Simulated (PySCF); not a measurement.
C₂H₇S, SMILES [SH+](C)C, charge +1. Geometry: B3LYP-D3(BJ)/def2-SVP. The isomer is the one that the SMILES or the coordinates give; other isomers of the formula were not compared.

Problem. Give the equilibrium geometry at B3LYP-D3(BJ)/def2-SVP (PySCF confirms it by a frequency run) as bond lengths and angles, and its point group. (The exact figures need the calculation; the answer reports its results.)

Solution. point group Cs.
Atoms: C1 S2 C3 H4 H5 H6 H7 H8 H9 H10. Bond lengths (Å): C1–S2 1.823, C1–H4 1.097, C1–H5 1.099, C1–H6 1.099, S2–C3 1.823, S2–H7 1.360, C3–H8 1.097, C3–H9 1.099, C3–H10 1.099. Angles (°): S2–C1–H4 110.7, S2–C1–H5 106.7, S2–C1–H6 106.3, H4–C1–H5 111.7, H4–C1–H6 111.5, H5–C1–H6 109.7, C1–S2–C3 104.0, C1–S2–H7 99.3, C3–S2–H7 99.3, S2–C3–H8 110.7, S2–C3–H9 106.7, S2–C3–H10 106.3, H8–C3–H9 111.7, H8–C3–H10 111.5, H9–C3–H10 109.7.
Charge +1, spin multiplicity 1.
